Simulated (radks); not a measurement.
Results of a calculation; reference values are marked as such.
Orbital eigenvalues (eV) of neutral terbium, [Xe] 4f9 6s2, at several levels of relativity; Dirac values are averaged over j with weights 2j + 1. Spin-unpolarised spherical Kohn-Sham, LDA (Slater exchange, Perdew-Wang correlation), point nucleus unless stated (finite: rms radius 5.06 fm), a radial shooting solver on a logarithmic mesh with Libxc functionals. A level marked "c x" has the speed of light scaled by that factor and shares open shells by 2j + 1; other Dirac levels either fill j = l - 1/2 first or share by 2j + 1.

| shell | non-rel. | scalar-rel. | scalar-rel., finite nucleus | Dirac, 2j+1 shares | change of magnitude, last against first (%) |
|---|---|---|---|---|---|
| 2s | -7758.5 | -8590.2 | -8588.8 | -8576.4 | +10.54 |
| 2p | -7390.4 | -7636.3 | -7636.3 | -7655.7 | +3.59 |
| 3s | -1710.3 | -1904.7 | -1904.4 | -1901.6 | +11.19 |
| 3p | -1545.2 | -1610.5 | -1610.6 | -1614.6 | +4.49 |
| 3d | -1236.6 | -1226.5 | -1226.5 | -1224.3 | -0.99 |
| 4s | -329.81 | -376.68 | -376.61 | -376.07 | +14.03 |
| 4p | -264.91 | -279.78 | -279.78 | -280.87 | +6.02 |
| 4d | -148.78 | -146.78 | -146.78 | -146.51 | -1.52 |
| 5s | -41.183 | -47.628 | -47.618 | -47.547 | +15.45 |
| 5p | -24.138 | -24.950 | -24.952 | -25.131 | +4.11 |
| 4f | -6.9688 | -3.2403 | -3.2423 | -3.2287 | -53.67 |
| 6s | -3.5847 | -3.8522 | -3.8518 | -3.8525 | +7.47 |
